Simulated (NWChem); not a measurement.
Species: Ca cation, doublet

Program: NWChem. Pople sets run with spherical d functions. Spin-unrestricted. No stability test was run on the SCF state. B3LYP is NWChem's, with the RPA form of VWN correlation. Fermi-contact couplings, non-relativistic, static geometry.

```csv
level,<S²>
TPSSh/6-31G*,0.750
B3LYP/6-31G*,0.750
CAM-B3LYP/def2-TZVP,0.750
PBE0/def2-TZVP,0.750
```
